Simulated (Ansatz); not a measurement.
Geometry optimisation, RKS PBE0-D4/def2-SVP in Ansatz.

input.yaml

```yaml
crystal:
  periodic: [false, false, false]
  atoms:
    - { symbol: Ge, position_ang: [-0.053, 0.152563, -0.036882] }
    - { symbol: H, position_ang: [-0.166861, 0.070199, 1.498351] }
    - { symbol: H, position_ang: [1.392926, -0.005284, -0.510054] }
    - { symbol: H, position_ang: [-0.695789, 1.433021, -0.597552] }
    - { symbol: Cl, position_ang: [-1.246286, -1.462221, -0.844118] }
    - { symbol: P, position_ang: [1.338789, -2.728272, 1.361962] }
    - { symbol: H, position_ang: [0.212905, -3.229794, 0.653144] }
    - { symbol: H, position_ang: [1.885411, -2.098742, 0.207346] }
    - { symbol: H, position_ang: [0.635704, -1.58237, 1.822503] }
basis:
  gaussian: { orbitals: def2-SVP }
hamiltonian:
  xc: pbe0
  dispersion: d4
relax:
  f_tol: 0.03
  max_steps: 50
```

Command:

```bash
$ ansatz run input.yaml --threads 2 --pin off --max-ram 3072MiB --backend cpu --events-out ev --progress --plain --runs-dir out
```

Where does it end, and by what steps?

The run converged. After 8 steps the energy has fallen by 0.262 eV; H9 moved furthest, 0.81 Å.

```tsv
step	energy less start (eV)	largest force component (eV/Å)	accepted
0	0.0000	0.677	yes
1	-0.1849	0.173	yes
2	-0.2383	0.146	yes
3	-0.2422	0.544	yes
4	-0.2566	0.141	yes
5	-0.2605	0.033	yes
6	-0.2613	0.035	yes
7	-0.2617	0.055	yes
8	-0.2619	0.022	yes
```

```xyz
9
Properties=species:S:1:pos:R:3
Ge -0.256 0.358 -0.184
H -0.410 0.305 1.341
H 1.192 0.100 -0.620
H -0.792 1.676 -0.760
Cl -1.476 -1.231 -1.013
P 1.407 -3.189 1.410
H 0.245 -2.971 0.607
H 2.250 -2.440 0.530
H 1.142 -2.058 2.243
```

Time of the run: 35 s on 2 threads of Intel(R) Xeon(R) Platinum 8175M CPU @ 2.50GHz (Skylake/Cascade Lake) (shared host), peak memory 0.25 GiB.
